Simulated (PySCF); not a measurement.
ClH₆InSi₂. Atoms are numbered in the order given.

```xyz
10

In     0.0658     0.0565     0.0030
Cl    -1.8361    -1.4047    -0.1412
Si    -0.3453     2.2822    -1.2742
H      0.8475     2.6225    -2.1295
H     -0.5326     3.3952    -0.2752
H     -1.5685     2.1924    -2.1432
Si     1.9388    -1.0779     1.4017
H      3.0295    -0.1076     1.7712
H      2.5458    -2.1896     0.5862
H      1.3568    -1.6625     2.6600
```

Geometry: PBE-D3(BJ)/def2-SVP. The structure was generated by enumeration; whether it is a known compound was not checked. The def2 effective core potentials stand for the cores of In; spin–orbit coupling is left out.

All values below come from r2SCAN/def2-TZVP (PySCF).

ESP charges are fitted to the potential on shells at 1.4 to 2.0 van der Waals radii. Atomic charges (e):

| atom | Löwdin | Mulliken | ESP fit |
|---|---|---|---|
| In1 | (withheld) | 0.58 | 0.53 |
| Cl2 | (withheld) | -0.42 | -0.37 |
| Si3 | (withheld) | -0.03 | -0.05 |
| H4 | (withheld) | -0.02 | -0.02 |
| H5 | (withheld) | -0.02 | -0.01 |
| H6 | (withheld) | -0.01 | 0.00 |
| Si7 | (withheld) | -0.03 | -0.10 |
| H8 | (withheld) | -0.02 | -0.01 |
| H9 | (withheld) | -0.02 | 0.01 |
| H10 | (withheld) | -0.01 | 0.01 |

Task: Fill in the missing entries. (Estimate from the structure and the level; the computed values follow.)

Result: 
- In1, Löwdin: -0.11
- Cl2, Löwdin: 0.01
- Si3, Löwdin: 0.11
- H4, Löwdin: -0.02
- H5, Löwdin: -0.02
- H6, Löwdin: -0.02
- Si7, Löwdin: 0.11
- H8, Löwdin: -0.02
- H9, Löwdin: -0.02
- H10, Löwdin: -0.02
